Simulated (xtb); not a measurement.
C$_{5}$H$_{7}$FO (SMILES C#C[C@H](F)[C@@H](C)O), singlet, from a rough starting geometry; GFN2-xTB in xtb.

Input for xtb:
```
$ xtb mol.xyz --gfn 2 --opt vtight --json

# file mol.xyz
14

C      3.04811869    -0.25308816     0.15593607
C      1.94160944     0.05515029     0.32640161
C      0.56348135     0.51081977     0.52434611
F      0.30528892     0.47976949     1.88132912
C     -0.44832202    -0.27141156    -0.27584123
C     -1.82753407    -0.01875074     0.20431895
O     -0.31475628     0.00792164    -1.62750551
H      4.06642597    -0.55341774     0.06213828
H      0.50282543     1.63136194     0.26948819
H     -0.20992834    -1.34589529    -0.05769727
H     -2.10454126     1.09584496    -0.01125281
H     -2.00123415    -0.22469618     1.27139702
H     -2.58658050    -0.53430403    -0.37874628
H     -0.95788796    -0.59157174    -2.14645434
```

What the program printed (banner, timings and long lists left out):

```
   ID    Z sym.   atoms
    1    6 C      1-3, 5, 6
    2    9 F      4
    3    8 O      7
    4    1 H      8-14

           -------------------------------------------------
          |                Calculation Setup                |
           -------------------------------------------------

           -------------------------------------------------
          |                 G F N 2 - x T B                 |
           -------------------------------------------------

          ...................................................
          :                      SETUP                      :
          :.................................................:
          :  # basis functions                  35          :
          :  # atomic orbitals                  35          :
          :  # shells                           21          :
          :  # electrons                        40          :
          :  max. iterations                   250          :
          :  Hamiltonian                  GFN2-xTB          :
          :  restarted?                      false          :
          :  GBSA solvation                  false          :
          :  PC potential                    false          :
          :  electronic temp.          300.0000000     K    :
          :  accuracy                    1.0000000          :
          :  -> integral cutoff          0.2500000E+02      :
          :  -> integral neglect         0.1000000E-07      :
          :  -> SCF convergence          0.1000000E-05 Eh   :
          :  -> wf. convergence          0.1000000E-03 e    :
          :  Broyden damping             0.4000000          :
          :  net charge                          0          :
          :  unpaired electrons                  0          :
          ...................................................

 iter      E             dE          RMSdq      gap      omega  full diag
   1    -23.2576686 -0.232577E+02  0.606E+00    7.16       0.0  T
   2    -23.2796186 -0.219500E-01  0.354E+00    7.19       1.0  T
   3    -23.2642205  0.153981E-01  0.128E+00    6.73       1.0  T
   4    -23.2781075 -0.138870E-01  0.641E-01    6.91       1.0  T
   5    -23.2828940 -0.478650E-02  0.107E-01    6.94       1.0  T
   6    -23.2829095 -0.154255E-04  0.433E-02    6.98       1.0  T
   7    -23.2829114 -0.192268E-05  0.152E-02    6.98       1.8  T
   8    -23.2829118 -0.459219E-06  0.310E-03    6.98       8.6  T
   9    -23.2829119 -0.118125E-07  0.125E-03    6.98      21.4  T
  10    -23.2829119 -0.280135E-08  0.284E-04    6.98      94.1  T
  11    -23.2829119 -0.902851E-10  0.110E-04    6.98     243.8  T

   *** convergence criteria satisfied after 11 iterations ***

         :::::::::::::::::::::::::::::::::::::::::::::::::::::
         ::                     SUMMARY                     ::
         :::::::::::::::::::::::::::::::::::::::::::::::::::::
         :: total energy             -22.975659389882 Eh    ::
         :: gradient norm              0.174519860366 Eh/a0 ::
         :: HOMO-LUMO gap              6.978031057550 eV    ::
         ::.................................................::
         :: SCC energy               -23.282905156066 Eh    ::
         :: -> isotropic ES            0.040124797624 Eh    ::
         :: -> anisotropic ES          0.001356051568 Eh    ::
         :: -> anisotropic XC          0.005178405681 Eh    ::
         :: -> dispersion             -0.007934855485 Eh    ::
         :: repulsion energy           0.307245766184 Eh    ::
         :: add. restraining           0.000000000000 Eh    ::
         :: total charge              -0.000000000000 e     ::
         :::::::::::::::::::::::::::::::::::::::::::::::::::::

      -----------------------------------------------------------
     |                   =====================                   |
     |                        A N C O P T                        |
     |                   =====================                   |
     |               Approximate Normal Coordinate               |
     |                Rational Function Optimizer                |
      -----------------------------------------------------------
      -----------------------------------------------------------
     |                   =====================                   |
     |                        A N C O P T                        |
     |                   =====================                   |
     |               Approximate Normal Coordinate               |
     |                Rational Function Optimizer                |
      -----------------------------------------------------------

          ...................................................
          :                      SETUP                      :
          :.................................................:
          :   optimization level         verytight          :
          :   max. optcycles                   280          :
          :   ANC micro-cycles                  20          :
          :   degrees of freedom                36          :
          :.................................................:
          :   RF solver                   davidson          :
          :   write xtbopt.log                true          :
          :   linear?                        false          :
          :   energy convergence         0.1000000E-06 Eh   :
          :   grad. convergence          0.2000000E-03 Eh/α :
          :   maxmium RF displ.          1.0000000          :
          :   Hlow (freq-cutoff)         0.1000000E-01      :
          :   Hmax (freq-cutoff)         5.0000000          :
          :   S6 in model hess.         20.0000000          :
          ...................................................

generating ANC from exact Hessian ...
Using Lindh-Hessian (1995)
 Shifting diagonal of input Hessian by    9.5409163205789575E-003
 Lowest  eigenvalues of input Hessian
[...]
 * total energy  :   -22.9913616 Eh     change       -0.2902304E-04 Eh
 * total energy  :   -22.9913699 Eh     change       -0.8331456E-05 Eh
 * total energy  :   -22.9913804 Eh     change       -0.1049771E-04 Eh
 * total energy  :   -22.9913839 Eh     change       -0.3441249E-05 Eh
 * total energy  :   -22.9913878 Eh     change       -0.3890249E-05 Eh
 * total energy  :   -22.9913900 Eh     change       -0.2227856E-05 Eh
 * total energy  :   -22.9913925 Eh     change       -0.2539327E-05 Eh
 * total energy  :   -22.9913938 Eh     change       -0.1263550E-05 Eh
 * total energy  :   -22.9913947 Eh     change       -0.9118274E-06 Eh
 * total energy  :   -22.9913951 Eh     change       -0.3374328E-06 Eh
 * total energy  :   -22.9913952 Eh     change       -0.1650436E-06 Eh
 * total energy  :   -22.9913953 Eh     change       -0.8575996E-07 Eh
   *** GEOMETRY OPTIMIZATION CONVERGED AFTER 20 ITERATIONS ***
         :: total energy             -22.991395308874 Eh    ::
[...]
         :: repulsion energy           0.298713926032 Eh    ::
         :: add. restraining           0.000000000000 Eh    ::
         :: total charge              -0.000000000000 e     ::
         :::::::::::::::::::::::::::::::::::::::::::::::::::::

           -------------------------------------------------
          |                Property Printout                |
           -------------------------------------------------

    * Orbital Energies and Occupations

         #    Occupation            Energy/Eh            Energy/eV
      -------------------------------------------------------------
         1        2.0000           -0.8049146             -21.9028
       ...           ...                  ...                  ...
         8        2.0000           -0.5606145             -15.2551
         9        2.0000           -0.5504966             -14.9798
        10        2.0000           -0.5326131             -14.4931
        11        2.0000           -0.5230901             -14.2340
        12        2.0000           -0.5051997             -13.7472
        13        2.0000           -0.4967135             -13.5163
        14        2.0000           -0.4848993             -13.1948
        15        2.0000           -0.4727946             -12.8654
        16        2.0000           -0.4598372             -12.5128
        17        2.0000           -0.4507546             -12.2657
        18        2.0000           -0.4300721             -11.7029
        19        2.0000           -0.4257235             -11.5845
        20        2.0000           -0.4190947             -11.4041 (HOMO)
        21                         -0.1774409              -4.8284 (LUMO)
        22                         -0.1664388              -4.5290
        23                          0.0129770               0.3531
        24                          0.0366355               0.9969
        25                          0.0834635               2.2712
        26                          0.1035188               2.8169
        27                          0.1149952               3.1292
        28                          0.1362348               3.7071
        29                          0.1610986               4.3837
        30                          0.1956047               5.3227
        31                          0.2109384               5.7399
       ...                                ...                  ...
        35                          1.4229412              38.7202
      -------------------------------------------------------------
                  HL-Gap            0.2416538 Eh            6.5757 eV
             Fermi-level           -0.2982678 Eh           -8.1163 eV

     #   Z          covCN         q      C6AA      α(0)
     1   6 C        1.909    -0.084    33.414     9.335
     2   6 C        1.969    -0.016    31.484     9.061
     3   6 C        3.662     0.160    18.268     6.131
     4   9 F        0.786    -0.256    11.827     4.062
     5   6 C        3.728     0.122    18.685     6.171
     6   6 C        3.752    -0.121    22.874     6.820
     7   8 O        1.656    -0.447    21.781     6.300
     8   1 H        0.928     0.094     1.844     2.123
     9   1 H        0.923     0.072     2.069     2.249
    10   1 H        0.923     0.027     2.625     2.534
    11   1 H        0.925     0.052     2.293     2.368
    12   1 H        0.925     0.060     2.194     2.316
    13   1 H        0.925     0.039     2.457     2.451
    14   1 H        0.805     0.297     0.729     1.341

 Mol. C6AA /au·bohr⁶  :       1809.023537
 Mol. C8AA /au·bohr⁸  :      40733.501223
 Mol. α(0) /au        :         63.265631

Wiberg/Mayer (AO) data.
largest (>0.10) Wiberg bond orders for each atom

 ---------------------------------------------------------------------------
     #   Z sym  total        # sym  WBO       # sym  WBO       # sym  WBO
 ---------------------------------------------------------------------------
     1   6 C    3.971 --     2 C    2.908     8 H    0.968
     2   6 C    3.979 --     1 C    2.908     3 C    1.031
     3   6 C    3.904 --     2 C    1.031     5 C    0.954     9 H    0.943
                             4 F    0.917
     4   9 F    1.000 --     3 C    0.917
     5   6 C    3.956 --     6 C    1.001     7 O    0.991    10 H    0.961
                             3 C    0.954
     6   6 C    3.993 --     5 C    1.001    11 H    0.985    13 H    0.984
                            12 H    0.983
     7   8 O    1.956 --     5 C    0.991    14 H    0.895
     8   1 H    0.991 --     1 C    0.968
     9   1 H    0.995 --     3 C    0.943
    10   1 H    0.999 --     5 C    0.961
    11   1 H    0.997 --     6 C    0.985
    12   1 H    0.996 --     6 C    0.983
    13   1 H    0.997 --     6 C    0.984
    14   1 H    0.912 --     7 O    0.895
 ---------------------------------------------------------------------------

Topologies differ in total number of bonds
Writing topology from bond orders to xtbtopo.mol

molecular dipole:
                 x           y           z       tot (Debye)
 q only:       -0.380      -0.211      -0.596
   full:       -0.538      -0.327      -0.699       2.391
molecular quadrupole (traceless):
                xx          xy          yy          xz          yz          zz
 q only:        4.682       0.198       0.379       0.915       1.178      -5.061
  q+dip:        7.902      -1.103       1.281       1.368       2.174      -9.183
   full:        6.037       0.034       1.226       1.773       1.991      -7.263

optimized geometry written to: xtbopt.xyz

           -------------------------------------------------
          | TOTAL ENERGY              -22.991395308874 Eh   |
          | GRADIENT NORM               0.000081786977 Eh/α |
          | HOMO-LUMO GAP               6.575733600746 eV   |
           -------------------------------------------------

normal termination of xtb
```
